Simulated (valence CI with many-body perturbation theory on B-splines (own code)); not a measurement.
## A CI+MBPT run for Tb³³⁺

Calculated by relativistic CI+MBPT: four valence electrons over a frozen Dirac-Fock core [Ar] 3d10, radial functions for each j: 6 s, 6 p, 5 d, 3 f, 1 g, with the one-electron correlation potential Σ1 (screened to all orders), the two-electron term Σ2, the three-electron term Σ3, Breit, model QED; selected single and double excitations, second order for the rest, scaled by the run's own slope (own B-spline code, finite nucleus).

Command, and the settings that its task file holds:

```sh
python run_cv.py task.json out
```

```
atom Tb  Z=65  mass_number=159  rms_radius_fm=5.0600
core [Ar] 3d10
valence 4s2 4p2
avg = 1
basis = S
breit = 1
cap = 10000
capref = 1200
cscale = 1
de = 0.0
dress = 0
eps = 2e-08
extrap = 1
h = 0.27
hh = 1
l2 = 3
lcore = 6
maxit = 2
n2 = 5
natural = 1
nlev = 21
nno = [3, 3, 3, 2, 1]
nroot = 26
nsp = [3, 3, 2, 1, 0]
pt2 = 1
qed = 1
rpa = 1
s1 = 1
s2 = 1
s3 = 1
screen = 1
tol = 2e-05
whole = 1
```

It took 42 s on 1 thread of Arm Neoverse N1, on a shared host.

Log. The first blocks belong to the next ion, which gives the ionisation energy. Fields: 2J, parity (1 odd), roots, reference size, generating configurations, candidates as configurations/state functions, variational space P, stored matrix elements, Davidson steps; e2 is the range of second-order energies in hartree. The first line gives the box (bohr), its intervals, the orbitals and the steps of their self-consistent field. Window is the range of levels sought, series limit the energy at which the first omitted orbital would enter, core excitation an estimate of the first excitation out of the core, left out the lowest levels not solved, and shifts from estimates the range by which levels moved from their first estimate, all in cm⁻¹.

```
rmax 3.4 intervals 57 orbitals 36 references ['4s2 4p2', '4s 4p3', '4s2 4p 4d', '4p4', '4s 4p2 4d'] scf 4 t 1.5
2J=1 par=1 roots 2 ref 23 generators 6 cand 1351/2024 P 622/911 nnz 0 it 0
2J=1 par=1 roots 2 ref 23 generators 9 cand 748/1136 P 817/1185 nnz 0 it 0
   second order: generators 16 cand 1005/1504 e2 -0.00000 -0.00000
reference levels 428, estimated 65, window 1811489 1/cm; series limit 5831376, core excitation 8939147
2J=0 par=0 roots 3 ref 22 generators 12 cand 1538/2586 P 1698/2605 nnz 6.1e+05 it 2
2J=0 par=0 roots 3 ref 22 generators 18 cand 3299/6245 P 2048/3258 nnz 8.6e+05 it 2
   second order: generators 28 cand 4007/7963 e2 -0.00002 -0.00001
2J=2 par=0 roots 2 ref 35 generators 7 cand 3052/12669 P 1110/3543 nnz 1.5e+06 it 2
2J=2 par=0 roots 2 ref 35 generators 13 cand 3770/16554 P 1562/5203 nnz 2.9e+06 it 2
   second order: generators 20 cand 4458/20507 e2 -0.00003 -0.00002
2J=4 par=0 roots 3 ref 55 generators 12 cand 3312/18215 P 1137/3570 nnz 1.4e+06 it 2
2J=4 par=0 roots 3 ref 55 generators 23 cand 4703/30145 P 2076/7766 nnz 5.6e+06 it 2
   second order: generators 30 cand 4265/28498 e2 -0.00005 -0.00002
2J=4 par=1 roots 8 ref 57 generators 21 cand 4730/26939 P 1055/3569 nnz 1.5e+06 it 2
2J=4 par=1 roots 8 ref 57 generators 28 cand 5206/33563 P 2388/9992 nnz 8.9e+06 it 2
   second order: generators 50 cand 5608/39446 e2 -0.00005 -0.00001
2J=2 par=1 roots 7 ref 44 generators 18 cand 4210/18675 P 1238/3553 nnz 1.4e+06 it 2
2J=2 par=1 roots 7 ref 44 generators 26 cand 4831/23124 P 2642/8852 nnz 6.5e+06 it 2
   second order: generators 44 cand 5497/27738 e2 -0.00003 -0.00001
2J=6 par=1 roots 4 ref 53 generators 17 cand 4628/31131 P 1014/3572 nnz 1.6e+06 it 2
2J=6 par=1 roots 4 ref 53 generators 26 cand 5386/38764 P 2230/9685 nnz 8.6e+06 it 2
   second order: generators 42 cand 5436/41284 e2 -0.00005 -0.00002
2J=0 par=1 roots 2 ref 16 generators 8 cand 3195/5898 P 1155/1863 nnz 0 it 2
2J=0 par=1 roots 2 ref 16 generators 14 cand 3129/5689 P 1665/2700 nnz 6.7e+05 it 2
   second order: generators 20 cand 4284/8146 e2 -0.00002 -0.00001
2J=8 par=1 roots 1 ref 37 generators 6 cand 3125/17464 P 653/2621 nnz 1.3e+06 it 2
2J=8 par=1 roots 1 ref 37 generators 9 cand 4130/23996 P 1004/4320 nnz 2.6e+06 it 2
   second order: generators 17 cand 5397/37786 e2 -0.00004 -0.00004
left out: unestimated 2631103, estimated 2022808, shifts from estimates -42 to 61
operators 3.2
```

The Davidson iterations stopped at their limit. The settings are bad on purpose, so the numbers may not be properties of the ion.

The last digits are not significant, and no measured levels were compared; by estimate large intervals hold to a few tenths of a per cent, small ones and those within an open d or f shell to about a per cent.

```yaml
Valence_energy: -220.9457 hartree
Ionisation_energy: "1395 eV (NIST: 1393 ± 5 eV (theoretical))"
Reference_configurations_for_the_orbitals: 4s2 4p2, 4s 4p3, 4s2 4p 4d, 4p4, 4s 4p2 4d
Radial_orbitals: 36
Box_radius: 3.371 bohr
Largest_variational_space: 9992
Lowest_levels: (4s^2 4p1/2^2) J=0 0.00, (4s^2 4p1/2 4p3/2) J=1 43.78, (4s^2 4p1/2 4p3/2) J=2 47.28, (4s^2 4p3/2^2) J=2 93.70, (4s^2 4p3/2^2) J=0 101.44, (4s 4p1/2^2 4p3/2) J=2 117.72, (4s 4p1/2^2 4p3/2) J=1 129.78, (4s 4p1/2 4p3/2^2) J=2 [a] 157.84, (4s^2 4p1/2 4d3/2) J=2 164.62, (4s 4p1/2 4p3/2^2) J=3 164.78, (4s 4p1/2 4p3/2^2) J=0 172.25, (4s 4p1/2 4p3/2^2) J=1 [a] 174.64, (4s 4p1/2 4p3/2^2) J=1 [b] 179.66, (4s 4p1/2 4p3/2^2) J=2 [b] 179.94 eV
```

Levels are named by their leading jj configuration (3d3/2^4 stands for four electrons in 3d with j = 3/2), which in mixed levels can hold well under half, so a name can repeat and another be missing. Letters in brackets count levels of one name in rising energy.
